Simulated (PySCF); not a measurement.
**`OC[C@@H](Cl)[C@@H]1CO1`, C4H7ClO2**

Molfile (atoms numbered from 1):
```
C4H7ClO2
     RDKit          3D

 14 14  0  0  0  0  0  0  0  0999 V2000
   -2.6599    0.5932   -0.3073 O   0  0  0  0  0  0  0  0  0  0  0  0
   -1.6037   -0.2644    0.0044 C   0  0  0  0  0  0  0  0  0  0  0  0
   -0.2461    0.4423   -0.0235 C   0  0  1  0  0  0  0  0  0  0  0  0
   -0.2245    1.7014    1.2590 Cl  0  0  0  0  0  0  0  0  0  0  0  0
    0.8985   -0.5063    0.2253 C   0  0  2  0  0  0  0  0  0  0  0  0
    2.2347   -0.2365   -0.3113 C   0  0  0  0  0  0  0  0  0  0  0  0
    1.3932   -1.1973   -0.8794 O   0  0  0  0  0  0  0  0  0  0  0  0
   -2.6445    1.3355    0.3117 H   0  0  0  0  0  0  0  0  0  0  0  0
   -1.7483   -0.7336    0.9890 H   0  0  0  0  0  0  0  0  0  0  0  0
   -1.6008   -1.0450   -0.7608 H   0  0  0  0  0  0  0  0  0  0  0  0
   -0.1164    0.9636   -0.9754 H   0  0  0  0  0  0  0  0  0  0  0  0
    0.8141   -1.0894    1.1401 H   0  0  0  0  0  0  0  0  0  0  0  0
    2.3992    0.6557   -0.9037 H   0  0  0  0  0  0  0  0  0  0  0  0
    3.1038   -0.6197    0.2098 H   0  0  0  0  0  0  0  0  0  0  0  0
  1  2  1  0
  2  3  1  0
  3  4  1  0
  3  5  1  0
  5  6  1  0
  6  7  1  0
  7  5  1  0
  1  8  1  0
  2  9  1  0
  2 10  1  0
  3 11  1  6
  5 12  1  1
  6 13  1  0
  6 14  1  0
M  END
```

Level of theory: PySCF 2.14.0, GIAO HF/pcSseg-1 magnetisability, rotational g tensor and spin-rotation constants, non-relativistic, gas phase. Geometry: GFN2-xTB.

Problem. What are the magnetisability and the molar susceptibility?

Solution. Isotropic -1341 × 10⁻³⁰ J/T², or -80.8 × 10⁻⁶ cm³/mol; principal values -1449, -1345, -1230 × 10⁻³⁰ J/T², anisotropy 190 × 10⁻³⁰ J/T² (root of half the summed squared differences of the principal values). The susceptibility is in cgs units.

Problem. Split it along the inertial axes a, b, c into diamagnetic and paramagnetic parts about the centre of mass, with the quadrupole moment.

Solution. 
| axis | χ (10⁻⁶ cm³/mol) | diamagnetic (10⁻⁶ cm³/mol) | paramagnetic (10⁻⁶ cm³/mol) | summed x² of all electrons (Å²) | quadrupole Θ (D Å) |
| --- | --- | --- | --- | --- | --- |
| a | -80.8 | -458.0 | 377.2 | 180.3 | +0.18 |
| b | -79.7 | -855.1 | 775.5 | 86.7 | -6.14 |
| c | -81.9 | -1132.7 | 1050.9 | 21.3 | +5.95 |

Anisotropies 2χaa − χbb − χcc = -0.1 and 2χbb − χaa − χcc = +3.4 × 10⁻⁶ cm³/mol. Θ is traceless in Buckingham's convention.

Problem. And the rotational g tensor?

Solution. 
| axis | rotational constant (GHz) | g | nuclear part | electronic part |
| --- | --- | --- | --- | --- |
| a | 3.1572 | -0.0144 | 0.5451 | -0.5595 |
| b | 1.5350 | -0.0052 | 0.5541 | -0.5592 |
| c | 1.1001 | -0.0062 | 0.5369 | -0.5431 |

Asymmetric top; isotopes 12C, 35Cl, 1H, 16O; no vibrational averaging.
